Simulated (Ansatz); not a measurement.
Saddle point of CH8GeO, singlet (GeH₄O ([OH][GeH3]) + CH₄ → CH₆Ge ([CH3][GeH3]) + H₂O; bonds formed: Ge1–C7, O2–H6; bonds broken: Ge1–O2, H6–C7), PBE0-D4/def2-TZVP structure:

```xyz
11
angstrom
Ge -0.7340 0.8632 0.1950
O 0.7232 0.1730 1.4399
H -0.8754 1.2413 -1.3000
H -1.9690 0.1514 0.7488
H -0.5652 2.2485 0.8849
H 0.7352 -0.4731 0.4789
C 0.2865 -1.0335 -0.7887
H 1.4749 0.7672 1.5487
H -0.7038 -1.3692 -1.1015
H 0.8132 -0.6324 -1.6552
H 0.8143 -1.9365 -0.4506
```

Energies are electronic, without zero-point energy. Barriers and step energies count from the start structure reached by relaxing down the imaginary mode; all methods use the PBE0-D4 structures, on which another method's saddle can fall below an end. Ansatz 0.2.0; basis: def2-TZVPP, with def2-QZVPP for the basis limit; cores frozen in the correlated methods. Filled d shells of the heavier atoms are correlated. The def2 sets are not built for correlating such inner shells, so the correlated values are less sure here. B3LYP uses VWN-RPA correlation. Extrapolation: Hartree–Fock as exp(−7.88 √X), correlation as X^−2.97.

```csv
method,barrier (kJ/mol),step energy (kJ/mol)
SPW92,190.6,23.8
PBE-D4,226.1,30.5
BLYP-D4,248.2,39.7
r2SCAN-D4,?,37.1
B97M-V,265.2,41.6
PBE0-D4,246.7,30.2
B3LYP-D4,263.3,38.9
r2SCAN0-D4,258.4,34.8
BHLYP-D4,287.6,40.8
CAM-B3LYP-D4,270.0,40.1
wB97X-V,268.3,37.8
wB97M-V,?,34.6
B2PLYP,269.7,39.8
PBE-QIDH,261.6,32.6
RPA on PBE,265.5,36.3
HF,?,50.8
MP2,261.8,34.1
CCSD,280.4,34.9
CCSD(T),266.7,33.9
```

(1) Fill in the withheld barriers. (An estimate is asked for; the value comes from the calculation.)

No T1 diagnostic of these runs exceeds 0.013.

Results:

(1) By the calculation: wB97M-V 259.5; r2SCAN-D4 245.6; HF 347.8 kJ/mol. Each is the energy of the saddle less that of the start structure, by the same method.

For comparison, the barrier by CCSD(T) at an estimated basis limit (MP2 extrapolated from triple and quadruple zeta, plus CCSD(T) − MP2 in triple zeta) is 269.3 kJ/mol.

Labels in which every atom is bracketed show which atoms are joined, not bond orders.

For scale, one of the runs: CCSD(T)/def2-TZVPP, 222 basis functions, launched by `ansatz run in.yaml --threads 4 --pin off --events-out ev --progress --plain --max-ram 9574MiB`. Hardware: 4 CPU threads of an Arm Neoverse V2, shared host. Wall time 70 s; peak host memory 3.6 GiB.
